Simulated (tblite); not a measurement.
Parent: `[CH2:1]1[SiH2:2][SiH2:3][SiH2:4][SiH2:5]1` with Si5–C1–Si2–Si3 -38°, C1–Si2–Si3–Si4 20°, Si2–Si3–Si4–Si5 0°, Si3–Si4–Si5–C1 -19°, CH10Si4.

Computed geometry: GFN2-xTB, gas phase. One conformer each, not checked by frequencies here.

| coordinate of the parent | value |
| --- | --- |
| C1–Si2 | 1.915 Å |
| Si2–Si3 | 2.325 Å |
| Si3–Si4 | 2.336 Å |
| Si4–Si5 | 2.326 Å |
| C1–Si5 | 1.915 Å |
| Si2–C1–Si5 | 115.9° |
| C1–Si2–Si3 | 104.4° |
| Si2–Si3–Si4 | 101.2° |
| Si3–Si4–Si5 | 101.3° |
| C1–Si5–Si4 | 104.3° |

Task: How does the shared frame change in `[CH3:1][NH:2][Si@@H:3]1[CH2:4][SiH2:5][SiH2:6][SiH2:7]1` with C1–N2–Si3–C4 175°, N2–Si3–C4–Si5 -166°, Si3–C4–Si5–Si6 40°, C4–Si5–Si6–Si7 -21°, Si5–Si6–Si7–Si3 1°, C2H13NSi4? Atoms pair as C1 = C4, Si2 = Si3, Si3 = Si7, Si4 = Si6, Si5 = Si5 (parent first).

Result: 
| parent | relative | value in the relative | change |
| --- | --- | --- | --- |
| C1–Si2 | C4–Si3 | 1.911 Å | -0.004 |
| Si2–Si3 | Si3–Si7 | 2.334 Å | +0.009 |
| Si3–Si4 | Si7–Si6 | 2.334 Å | -0.002 |
| Si4–Si5 | Si6–Si5 | 2.325 Å | -0.001 |
| C1–Si5 | C4–Si5 | 1.909 Å | -0.006 |
| Si2–C1–Si5 | Si3–C4–Si5 | 114.4° | -1.5 |
| C1–Si2–Si3 | C4–Si3–Si7 | 105.0° | +0.6 |
| Si2–Si3–Si4 | Si3–Si7–Si6 | 100.6° | -0.6 |
| Si3–Si4–Si5 | Si7–Si6–Si5 | 101.1° | -0.2 |
| C1–Si5–Si4 | C4–Si5–Si6 | 104.7° | +0.4 |

Of the parent's bonds, Si2–Si3 changes most (+0.009 Å). Bonds of the relative outside the shared frame: C1–N2 1.441, N2–Si3 1.727 Å. Point group Cs → C1.
